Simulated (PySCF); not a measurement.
hydrogen peroxide (H₂O₂), singlet, at a GFN2-xTB geometry, with bond 4-2 at 1.3 times its length; CAMB3LYP/6-31G** in PySCF.

PySCF was given this input:
```python
from pyscf import gto, scf, dft

mol = gto.M(
    atom='''
O    -0.02311961    0.70996455   -0.01256427
O     0.02311961   -0.70996455    0.01256427
H     0.91389752    0.94248526   -0.03262698
H    -1.19500266   -1.01224147    0.03864579
''',
    basis='6-31g**',
    verbose=4,
)

mf = dft.RKS(mol)
mf.xc = 'camb3lyp'
mf.init_guess = '1e'
mf.kernel()
```

Q: Write the output that PySCF gives for this input, abridged.

A: 
```
PySCF version 2.14.0

[INPUT] verbose = 4
[INPUT] num. atoms = 4
[INPUT] num. electrons = 18
[INPUT] charge = 0
[INPUT] spin (= nelec alpha-beta = 2S) = 0
[INPUT] symmetry False subgroup None
[INPUT] Mole.unit = angstrom
[INPUT] Symbol           X                Y                Z      unit          X                Y                Z       unit  Magmom
[INPUT]  1 O     -0.023119610000   0.709964550000  -0.012564270000 AA   -0.043689731007   1.341638557650  -0.023743029255 Bohr   0.0
[INPUT]  2 O      0.023119610000  -0.709964550000   0.012564270000 AA    0.043689731007  -1.341638557650   0.023743029255 Bohr   0.0
[INPUT]  3 H      0.913897520000   0.942485260000  -0.032626980000 AA    1.727016018719   1.781039017839  -0.061656056472 Bohr   0.0
[INPUT]  4 H     -1.195002660000  -1.012241470000   0.038645790000 AA   -2.258227745527  -1.912859150227   0.073029958967 Bohr   0.0

nuclear repulsion = 36.0615223379917
number of shells = 18
number of NR pGTOs = 68
number of NR cGTOs = 38
basis = 6-31g**
ecp = {}

******** <class 'pyscf.dft.rks.RKS'> ********
method = RKS
initial guess = 1e
damping factor = 0
level_shift factor = 0
DIIS = <class 'pyscf.scf.diis.CDIIS'>
diis_start_cycle = 1
diis_space = 8
diis_damp = 0
SCF conv_tol = 1e-09
SCF conv_tol_grad = None
SCF max_cycles = 50
direct_scf = True
direct_scf_tol = 1e-13
XC library pyscf.dft.libxc version 7.1.2
    S. Lehtola, C. Steigemann, M. J. T. Oliveira, and M. A. L. Marques,  SoftwareX 7, 1–5 (2018)
XC functionals = camb3lyp
    T. Yanai, D. P. Tew, and N. C. Handy,  Chem. Phys. Lett. 393, 51 (2004)
radial grids:
    Treutler-Ahlrichs [JCP 102, 346 (1995); DOI:10.1063/1.469408] (M4) radial grids

becke partition: Becke, JCP 88, 2547 (1988); DOI:10.1063/1.454033
pruning grids: <function nwchem_prune>
grids dens level: 3
symmetrized grids: False
atomic radii adjust function: <function treutler_atomic_radii_adjust>
small_rho_cutoff = 0
Set gradient conv threshold to 3.16228e-05
Initial guess from hcore.
  HOMO = -10.8752519302256  LUMO = -10.7778572741685  gap/eV = 2.65024
tot grids = 47784
init E= -139.989692155449
  HOMO = 0.602835432262713  LUMO = 0.700094467300019  gap/eV = 2.64655
cycle= 1 E= -140.236354712703  delta_E= -0.247  |g|= 5.49  |ddm|= 15.6
  HOMO = -1.22195232274993  LUMO = -0.95942873410243  gap/eV = 7.14363
cycle= 2 E= -144.207889449641  delta_E= -3.97  |g|= 4.82  |ddm|= 14.8
  HOMO = -0.41846083303576  LUMO = -0.168835813781876  gap/eV = 6.79264
cycle= 3 E= -151.120946304494  delta_E= -6.91  |g|= 1.18  |ddm|= 3.83
  HOMO = -0.150196070058247  LUMO = 0.0665296510392195  gap/eV = 5.89741
cycle= 4 E= -151.144604659211  delta_E= -0.0237  |g|= 1.25  |ddm|= 1.44
  HOMO = -0.275687877196248  LUMO = 0.0253492014616286  gap/eV = 8.19164
cycle= 5 E= -151.441218896367  delta_E= -0.297  |g|= 0.0999  |ddm|= 0.706
  HOMO = -0.292640850957923  LUMO = 0.0356827651870382  gap/eV = 8.93414
cycle= 6 E= -151.443172635132  delta_E= -0.00195  |g|= 0.0258  |ddm|= 0.0798
  HOMO = -0.296545024193374  LUMO = 0.0388333235253113  gap/eV = 9.12611
cycle= 7 E= -151.443271649331  delta_E= -9.9e-05  |g|= 0.0149  |ddm|= 0.0198
  HOMO = -0.299257679584028  LUMO = 0.0389480623166567  gap/eV = 9.20305
cycle= 8 E= -151.443311400324  delta_E= -3.98e-05  |g|= 0.00268  |ddm|= 0.00821
  HOMO = -0.29913075116026  LUMO = 0.0392396131323518  gap/eV = 9.20753
cycle= 9 E= -151.443312826692  delta_E= -1.43e-06  |g|= 0.000227  |ddm|= 0.00173
  HOMO = -0.299144017471601  LUMO = 0.0391924364180083  gap/eV = 9.20660
cycle= 10 E= -151.443312837194  delta_E= -1.05e-08  |g|= 5.29e-05  |ddm|= 0.000146
  HOMO = -0.29914454848474  LUMO = 0.0391914411254723  gap/eV = 9.20659
cycle= 11 E= -151.443312837835  delta_E= -6.4e-10  |g|= 7.7e-06  |ddm|= 4.34e-05
  HOMO = -0.299143595686623  LUMO = 0.0391890055924016  gap/eV = 9.20650
Extra cycle  E= -151.44331283785  delta_E= -1.48e-11  |g|= 6.29e-06  |ddm|= 1.11e-05
converged SCF energy = -151.44331283785
```
